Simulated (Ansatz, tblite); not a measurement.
Cost and result up the ladder for AlCl2(OH) (AlCl₂OH) (5 atoms). Charge 0, multiplicity 1. Geometry: PBE0-D4/def2-TZVP.

```xyz
5

Al   -0.2724    0.2503   -0.1245
Cl   -1.7256    0.4555   -1.5846
Cl    0.0224    1.7665    1.2683
O     0.6439   -1.1539   -0.1014
H     1.3317   -1.3184    0.5422
```

Ansatz on 4 threads of Intel Xeon Platinum 8375C on a shared host; xTB runs through tblite on one thread. Times are rough, summed over both states, and most runs start from the orbitals of an earlier one. PBE0-D4/def2-TZVP serves as the yardstick here, not as an exact answer. The other state is a doublet.

The xTB rows come from tblite. Correlated methods freeze 16 core orbitals. In CCSD on the charge 1 doublet the largest single amplitude is 0.30, so its Hartree–Fock determinant may place the open shell otherwise than the density functionals do. HOMO above LUMO, or a gap near zero within one spin, warns that the state may not be the lowest or that an electron is smeared out.

Run but left out: HF/def2-TZVPP, MP2/def2-TZVPP (charge +1 doublet: a determinant that CCSD turns far, T1 0.051).

Correlated methods converge slowly with the basis.

Raw xTB energies of ions are shifted by several eV.

```
             level  functions  wall time  vertical IE (eV)  difference from PBE0-D4/def2-TZVP (eV)                                     remarks
          GFN2-xTB         32    0.016 s             15.08                                    3.59                                           –
          GFN1-xTB         33    0.032 s             15.65                                    4.16                                           –
  PBE-D4/def2-TZVP        148        6 s             10.91                                   -0.58  gap within one spin near zero (+1 doublet)
 PBE0-D4/def2-TZVP        148      6.8 s             11.49                                    0.00                                           –
CCSD(T)/def2-TZVPP        171       78 s             11.99                                    0.49               large T1 (0.051) (+1 doublet)
```
